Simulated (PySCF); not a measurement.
HTlO at several levels of theory

All levels use the PBE0 minimum (singlet; Tl–H 1.649 Å, Tl–O 1.851 Å; H–Tl–O 180.0°), basis [Tl def2-TZVP with ECP60, O def2-TZVP, H def2-TZVP], scalar-relativistic core potentials, density fitting, no spin–orbit coupling, PySCF. For vertical energies the ionised species is a doublet (spins chosen at PBE0 and kept) and the electron-attached one a doublet. Atomisation goes to high-spin ground-configuration atoms, without zero-point energy. Open shells are unrestricted, also as the reference of the correlated levels. A dash marks a value that was not computed or is not defined at that level.

| level | atomisation (kJ/mol) | vertical IP (eV) | vertical EA (eV) | −ε(HOMO) (eV) | gap (eV) | dipole (D) |
| --- | --- | --- | --- | --- | --- | --- |
| PBE0 | 516 | 9.09 | -0.22 | 7.28 | 5.92 | 4.76 |
| HF | 134 | 6.86 | -0.63 | 10.72 | 11.51 | 5.70 |
| MP2 | 532 | 9.75 | -0.47 | – | – | – |
| PBE | 589 | 9.53 | -0.25 | 5.99 | 3.96 | 4.27 |
| B3LYP | 522 | 9.31 | -0.18 | 7.11 | 5.44 | 4.64 |
| r2SCAN | 553 | 9.22 | -0.20 | 6.18 | 4.44 | 4.52 |
| TPSSh | 544 | 9.16 | -0.31 | 6.52 | 4.90 | 4.49 |
| BHandHLYP | 436 | 8.64 | -0.28 | 8.58 | 7.76 | 5.13 |
| M06-L | 531 | 8.99 | -0.53 | 5.93 | 4.49 | 4.54 |

Without diffuse functions attachment energies tend to come out too low.

No spin–orbit coupling is included, which matters more the heavier the element.
